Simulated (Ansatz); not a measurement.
C4H6BCl can be A, `C=C=C(C)BCl`, or B, `C=C1BCC1Cl`.

Computed with Ansatz on PBE0-D4/def2-TZVP structures; ΔE is electronic, products minus reactants. CBS: MP2 limit from def2 TZ/QZ plus the TZ coupled-cluster correction, frozen cores. DFT in def2-TZVPP. B3LYP here is the variant with VWN-RPA as its local correlation; programs differ in this. Each species was taken in one conformer, which may not be the lowest.

Question: Which isomer does CCSD(T)/CBS put lower? Give the gap. (An estimate is asked.)

Answer: Ansatz gave: A, by 120.0 kJ/mol.

Question: Give E(B) − E(A) in kJ/mol with B3LYP-D4, MP2/def2-TZVPP, PBE-D4, CCSD(T)/def2-TZVPP, r2SCAN-D4, B2PLYP, CCSD/def2-TZVPP. (Best estimate.)

Answer: Computed: B3LYP-D4 134.4, MP2/def2-TZVPP 121.4, PBE-D4 121.5, CCSD(T)/def2-TZVPP 123.9, r2SCAN-D4 129.7, B2PLYP 133.2, CCSD/def2-TZVPP 123.7. None reverses the order clearly.

Largest T1 diagnostic: 0.012.

From PBE to PBE0 (25 % exact exchange), in def2-TZVPP and without D4, E(B) − E(A) moves by −7.3 kJ/mol. The D4 term adds −4.4 kJ/mol with B3LYP and −2.0 kJ/mol with PBE0; it sums over pairs of atoms, weighted by their polarisabilities, and B3LYP, whose exchange is more repulsive, gets the larger term.
